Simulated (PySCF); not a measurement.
Species: C₅H₄F₃NS.
Bonds: C1–C2, C2–C3 (aromatic), C3–C4 (aromatic), C4–C5, C5–F6, C5–F7, C5–F8, C4–S9 (aromatic), S9–N10 (aromatic), C2–N10 (aromatic). Hydrogens: H11, H12, H13 on C1; H14 on C3.

Torsions of this conformer, `[CH3:1][c:2]1[cH:3][c:4]([C:5]([F:6])([F:7])[F:8])[s:9][n:10]1`: C3–C4–C5–F6 -127°.

The closed-shell ground state was solved at several levels (PySCF, density fitting, gas phase, non-relativistic). Isolated species at its PBE0-D3(BJ)/def2-SVP geometry, gas phase.

| level | basis functions | total energy (Eh) | HOMO (eV) | LUMO (eV) | gap (eV) | dipole (D) |
| --- | --- | --- | --- | --- | --- | --- |
| wB97X-D/def2-SVPD | 248 | -944.7361 | -9.58 | 0.08 | 9.66 | 2.37 |
| PBE0/pcSseg-1 | 197 | -944.6372 | -7.82 | -1.58 | 6.24 | 2.25 |

(1) What might KT3/pcSseg-1 (197 basis functions) give for the same quantities?

(2) Over all these levels, which gives the widest orbital gap and which the narrowest?

(3) How far do the dipole and the HOMO energy spread over the levels?

Answers

(1) Total energy -955.6419 Eh, HOMO -6.74 eV, LUMO -2.33 eV, gap 4.41 eV, dipole 2.10 D.

(2) wB97X-D/def2-SVPD (range-separated hybrid) has the widest, 9.66 eV, and KT3/pcSseg-1 (GGA) the narrowest, 4.41 eV. Functional and basis both differ between the two, so the spread mixes both effects.

(3) The dipole runs from 2.10 to 2.37 D (mean 2.24 D) and the HOMO from -9.58 to -6.74 eV.

The pairwise dispersion term of wB97X-D wasn't added to the energies; at a given geometry it leaves orbitals and properties as they are.
